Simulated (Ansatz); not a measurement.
Ansatz (a first-principles code) input (MP2/6-31G*):

Ansatz 0.2 input:
```yaml
crystal:
  periodic: [false, false, false]
  atoms:
    - {symbol: B, position_ang: [-0.00000000, -0.00000000, 0.00000000]}
    - {symbol: H, position_ang: [-1.14940700, -0.10568700, -0.28676500]}
    - {symbol: H, position_ang: [0.42885700, -0.56396100, 0.95528500]}
    - {symbol: H, position_ang: [0.72055000, 0.66964800, -0.66852000]}
basis:
  gaussian:
    orbitals: 6-31G*
magnetization: {spin_polarized: false}
correlation: {method: mp2, electrons: outside_noble_gas}
```

Output:

```
Functional definition: HF
integrals: 0.00 GiB planned
235 factors; integrals over basis functions are off by at most 6.9e-4 eV
mean field: 0.04 GiB planned
mean field evaluation 1: about -717.7230 eV, gradient 9.5e0 eV
mean field evaluation 2: about -717.7236 eV, gradient 9.5e0 eV
mean field evaluation 4: about -718.1084 eV, gradient 2.2e-1 eV
mean field evaluation 8: about -718.1086 eV, gradient 2.0e-4 eV
mean field -718.10863865 eV, -26.3900057188 hartree, gradient 7.8e-7 eV, S^2 0.000000; 0 other end points of the search recorded, 0 dependent functions left out
1 core orbitals not correlated
reference -718.10863865 eV, -26.3900057188 hartree; 3, 3 occupied and 17, 17 virtual orbitals, 235 factors
second order -2.01988515 eV of doubles, -0.00000000 eV of singles
Total energy: -720.12852380 eV, -26.4642351290 hartree
```

The geometry given is a B3LYP-D3(BJ)/def2-TZVP minimum.
